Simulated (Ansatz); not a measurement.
Ideal-gas functions of CH5NSn (`N=[CH][SnH3]`) at 600 K and 1 bar, from an Ansatz frequency run at PBE0-D4/def2-TZVP.

Molar mass 149.77 g/mol, point group Cs (symmetry number 1), electronic degeneracy 1, moments of inertia 15.779, 166.789, 174.832 u Å². Harmonic wavenumbers (cm⁻¹, unscaled): 54, 236, 373, 424, 573, 656, 677, 721, 727, 1142, 1180, 1382, 1676, 1938, 1938, 1975, 2980, 3405.

Use S(trans) = R[1.5 ln M + 2.5 ln T − 1.1517]; rotational temperatures θ = 24.2544 K / I; S(rot) = R[ln(√π/σ · √(T³/θAθBθC)) + 1.5]; for each mode x = 1.438777 ν̃/T, S = R[x/(eˣ − 1) − ln(1 − e⁻ˣ)] and H = RT x/(eˣ − 1); 1 cm⁻¹ = 0.0119627 kJ/mol; R = 8.31446 J/(mol·K).

Task: By hand: the entropy, in J/(mol·K).

Result: Translation 185.9. Rotation: θ = 1.5371, 0.1454, 0.1387 K, giving 111.5. Vibration, mode by mode: 25.32, 13.16, 9.51, 8.53, 6.30, 5.36, 5.14, 4.73, 4.67, 2.13, 1.98, 1.35, 0.76, 0.45, 0.45, 0.42, 0.05, 0.02, in all 90.3. Electronic 0.0. Sum 387.7 J/(mol·K).

Task: By hand: H − E and G − E in kJ/mol, counted from the electronic energy.

Result: Zero-point energy ½ × 22057 × 0.0119627 = 131.9; thermal vibration 27.9; translation, rotation and pV give 4 RT = 20.0. H − E = 179.8 kJ/mol, and G − E = 179.8 − 600 × 387.7/1000 = -52.8 kJ/mol.

Vibration gives 23 % of the entropy, 25.3 J/(mol·K) of it from the mode under 150 cm⁻¹: soft modes count most, and the harmonic formula is weakest for them. The sum counts one conformer and one mirror image; others add a mixing term.
